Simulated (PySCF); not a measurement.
**Computed structure and properties of BiCl3(NH3)**

System: BiCl3(NH3) (singlet); start: displaced along the imaginary mode (C1). Method: PySCF 2.14.0, RKS PBE0, Bi def2-SVP with ECP60, Cl def2-SVP, N def2-SVP, H def2-SVP; non-relativistic Hamiltonian with scalar-relativistic core potentials where named; density fitting; no spin-orbit coupling.

Input of the relaxation:

```python
mol = gto.M(atom='''
Bi    -0.11602     0.10030    -0.13901
Cl     1.40323     1.29498     1.42269
Cl    -1.25280    -1.42660     1.45937
Cl     1.49355    -1.48024    -1.19113
N     -1.91139     2.03576    -1.72952
H     -2.49345     2.63269    -1.13803
H     -1.37764     2.66905    -2.32620
H     -2.55468     1.54150    -2.35107''',
    basis={'Bi': 'def2-SVP', 'Cl': 'def2-SVP', 'N': 'def2-SVP', 'H': 'def2-SVP'},
    ecp={'Bi': 'def2-SVP'},
    charge=0, spin=0)
mf = dft.RKS(mol, xc='PBE0')
mf.grids.atom_grid = (50, 194)
mf = mf.density_fit()  # fitting sets: Bi def2-universal-JKFIT, Cl def2-universal-JKFIT, N def2-universal-JKFIT, H def2-universal-JKFIT
mf.conv_tol = 1e-08; mf.max_cycle = 55
mf.kernel(dm0)  # dm0: converged density of the start geometry
# quasi-Newton relaxation in Cartesian coordinates to a largest gradient under 0.00045 Eh/bohr, steps kept in the point group
```

Run from Python with OMP_NUM_THREADS=2; the lines above give its settings. Where DIIS fails, smearing, a level shift and second-order steps follow.
It took 3.5 min on 2 threads of Arm Neoverse V2 (shared host), from the converged density of the start.

Course of the relaxation:

```tsv
step	energy above end (eV)	largest force component within the symmetry (eV/Å)
0	0.3223	0.060
1	0.3197	0.037
2	0.2943	0.570
3	0.2829	0.604
4	0.2488	0.317
5	0.2379	0.323
6	0.2330	0.339
7	0.2245	0.307
41	0.0004	0.060
42	0.0000	0.055
43	0.0000	0.061
44	-0.0001	0.025
45	0.0000	0.025
46	0.0000	0.010
```
(The steps between are left out.)

Relaxed geometry (C1):

```xyz
8

Bi    0.0262   -0.1436   -0.9889
Cl    1.1276    1.8720   -0.0399
Cl   -1.6314   -0.5737    0.8132
Cl    1.7271   -1.7996   -0.1982
N    -1.8364    1.7966   -1.4279
H    -2.4903    1.6098   -0.6659
H    -1.3543    2.6683   -1.2050
H    -2.3775    1.9377   -2.2803
```

```tsv
contact	Å
Bi1–Cl2 (Cl)	2.485
Bi1–Cl3 (Cl)	2.486
Bi1–Cl4 (Cl)	2.502
Bi1–N5 (NH3)	2.725
```

On the finer grid (75, 302):

- HOMO: -7.85 eV
- LUMO: -1.89 eV
- Dipole about the centre of mass: 7.21 D
- Set of Mulliken populations of Bi1 outside the core potential: s 3.91, p 7.87, d 10.26
- D3(BJ) dispersion energy (not in the energies): -0.261 eV

```tsv
atom	Mulliken (e)	Löwdin (e)	spin (e)
Bi1	0.96	0.51	0.00
Cl2	-0.35	-0.21	0.00
Cl3	-0.35	-0.21	0.00
Cl4	-0.38	-0.24	0.00
N5	-0.30	-0.08	0.00
H6	0.14	0.07	0.00
H7	0.14	0.07	0.00
H8	0.14	0.08	0.00
```

No frequency check is given for this geometry.

Taking off one Cl (charge -1, singlet; the rest: singlet) in vacuum, both parts rigid, costs 8.55 eV; the small basis without counterpoise inflates it. Most of it is the attraction of opposite charges; other ways to part are cheaper, and one spin state was tried for the rest.

Rigid scan of Cl along the line from its metal:

```tsv
distance to Cl2 (Å)	energy (eV)
2.19	0.810
2.29	0.310
2.39	0.067
2.49	0.000
2.59	0.053
2.69	0.183
2.89	0.570
3.19	1.248
3.59	2.081
4.09	2.878
```

Taking off one NH3 (charge 0, singlet; the rest: singlet) in vacuum, both parts rigid, costs 0.81 eV; the small basis without counterpoise inflates it.

Rigid scan of NH3 along the line from its metal:

distance to N5 (Å), energy (eV) and a bar:
```
     2.43      0.200 ##########
     2.53      0.077 ####
     2.63      0.017 #
     2.73      0.000 
     2.83      0.012 #
     2.93      0.043 ##
     3.13      0.132 #######
     3.43      0.283 ##############
     3.83      0.455 #######################
     4.33      0.604 ##############################
```

One start shape was tried, so this needn't be the lowest isomer.
